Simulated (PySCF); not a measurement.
## How methods differ on the ionisation energy of Pt

Pt [Xe] 4f14 5d9 6s1 (3D) → Pt+ [Xe] 4f14 5d9 (2D), as a difference of total energies. Computed with PySCF 2.14 in x2c-TZVPPall, with scalar relativity by spin-free X2C-1e. Correlated levels: valence: [Xe] 4f14 frozen; valence and next inner shell: [Kr] 4d10 4f14 frozen. The calculations carry no spin-orbit coupling.

Task: Order these methods by the ionisation energy they give, lowest first.
A. UHF
B. LDA
C. PBE
D. SCS-MP2 (valence and next inner shell)

Result: A (7.594 eV), D (8.833 eV), C (9.396 eV), B (9.760 eV).

A first-order spin-orbit estimate (lowest level to lowest level, LS coupling) adds -0.020 eV.

Errors of the correlated levels include the incompleteness of this basis and the frozen core.

For comparison: 8.959 eV (measured; NIST Atomic Spectra Database, ionization energies).
